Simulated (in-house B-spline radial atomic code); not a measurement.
Spin-orbit splittings of orbital energies (j = l + 1/2 less j = l - 1/2) and ratios of mean radii (lower j over upper j) along the 51-electron series, configuration [Kr] 4d10 4f5. Computed with a B-spline radial code for spherical atoms: Dirac-Hartree-Fock, average of the configuration, finite nuclei.

```
  ion   Z  splitting of 4f (eV)  radius ratio of 4f  splitting of 4d (eV)  radius ratio of 4d  splitting of 3d (eV)  radius ratio of 3d
Gd13+  64               0.91121             0.99358                6.2605             0.98543                31.427             0.98204
Tb14+  65                1.0736              0.9935                6.9073              0.9852                 33.94             0.98147
Dy15+  66                     ?                   ?                     ?                   ?                     ?                   ?
Ho16+  67                     ?                   ?                     ?                   ?                     ?                   ?
Er17+  68                1.6555             0.99318                9.1533             0.98442                42.401              0.9797
Tm18+  69                1.8839             0.99306                10.011             0.98413                45.551             0.97909
```

Problem. Fill in the row of Dy15+.

Solution. splitting of 4f (eV): 1.2512; radius ratio of 4f: 0.99341; splitting of 4d (eV): 7.6036; radius ratio of 4d: 0.98495; splitting of 3d (eV): 36.602; radius ratio of 3d: 0.98089.

Problem. Fill in the row of Ho16+.

Solution. splitting of 4f (eV): 1.4449; radius ratio of 4f: 0.9933; splitting of 4d (eV): 8.3515; radius ratio of 4d: 0.98469; splitting of 3d (eV): 39.42; radius ratio of 3d: 0.9803.

Problem. With what power of Z does the column «splitting of 4d (eV)» change over this range?

Solution. A fit of the logarithm of its size against log Z from Z = 64 to 69 has slope 6.24. An unscreened hydrogenic electron would give 4 at low Z; screening makes the apparent power larger near the neutral end, and relativity raises it again at high Z.
